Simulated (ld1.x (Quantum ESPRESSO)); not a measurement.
Before and after: ultrasoft potential for rhenium

ld1.x (Quantum ESPRESSO) 7.5 input, shortened:

```
&input
   title='Re', zed=75., rel=1, dft='PBE', iswitch=3,
   config='[Xe] 4f14 5d5 6s1 6p0'
 /
 &inputp
   pseudotype=3, tm=.true., lloc=-1, rcloc=2.35,
   nlcc=.true., new_core_ps=.true., rcore=2.20,
   which_augfun='PSQ', rmatch_augfun_nc=.true.
 /
6
6S  1  0   1.00   0.00  2.05  2.45  0.0
6S  1  0   0.00   0.10  2.05  2.45  0.0
6P  2  1   0.00   0.00  2.25  2.90  0.0
6P  2  1   0.00   0.05  2.25  2.90  0.0
5D  3  2   5.00   0.00  2.20  2.40  0.0
5D  3  2   0.00  -0.15  2.20  2.40  0.0
 &test
   configts(1)='5d5 6s1 6p0'
 /
```

All-electron outer shells of the reference configuration (PBE, scalar-relativistic, ld1.x):

| shell | level (eV) | outermost node (bohr) | outermost maximum (bohr) |
| --- | --- | --- | --- |
| 4f | -50.07 | – | 0.41 |
| 5d | -12.94 | 0.62 | 1.41 |
| 6s | -12.68 | 1.24 | 2.48 |
| 6p | -6.97 | 1.47 | 3.22 |

Change: waves 6p (bound): rcut 1.68, rcutus 1.78 bohr; 6p channel at 0.05 Ry: rcut 1.68, rcutus 1.78 bohr.

Cutoffs: the cutoffs (Ry, on a coarse ladder) from which the occupation-weighted sum of valence levels, in a spherical-Bessel basis at the reference potential, stays within 10 and 1 mRy of its value at 400 Ry; they do not see the model core or the augmentation charge, which bear on the density cutoff. Errors are all-electron minus pseudo energies relative to the spin-unpolarised reference configuration.

Problem. What does the change do?

Solution. The potential gets neither clearly harder nor softer (18 Ry and 30 Ry → 18 Ry and 30 Ry); a bound ghost appears in p, which as a rule spoils a file; the number of tests that count goes from 7 to 4; the errors of the 4 common tests hardly move.

| quantity | base | changed |
| --- | --- | --- |
| cutoff, loose | 18 Ry | 18 Ry |
| cutoff, tight | 30 Ry | 30 Ry |
| bound ghosts | none | p |
| tests counted (converged, no solver errors) | 7 of 7 | 4 of 7 |
| error for 5d5 6s2 6p0, meV [ΔE -9.25 eV] | +2.6 | +2.6 |
| error for 5d5 6s0 6p0, meV [ΔE 16.32 eV] | -7.7 | -7.7 |
| error for 5d4 6s0 6p0, meV [ΔE 43.45 eV] | -214 | -214 |
| error for 5d6 6s1 6p0, meV [ΔE -8.30 eV] | -34 | -34 |
| lowest overlap eigenvalue by channel | s 0.44, p 0.54, d 0.77 | s 0.44, p 0.15, d 0.77 |

Changed file: The cutoffs count occupied waves only; the empty 6p level needs 30 Ry at the loose tolerance. Tests not counted: 5d5 6s1 6p1 (solver errors, printed error -2.3 eV); 5d4 6s2 6p1 (solver errors, printed error -2.6 eV); 5d5 6s0 6p1 (solver errors, printed error -2.8 eV). A true bound ghost makes a file unfit for plane-wave use even where its test errors are small: the radial tests pick states by their node count and pass the ghost by. Where a test does run into it, the solver fails or the error is huge.
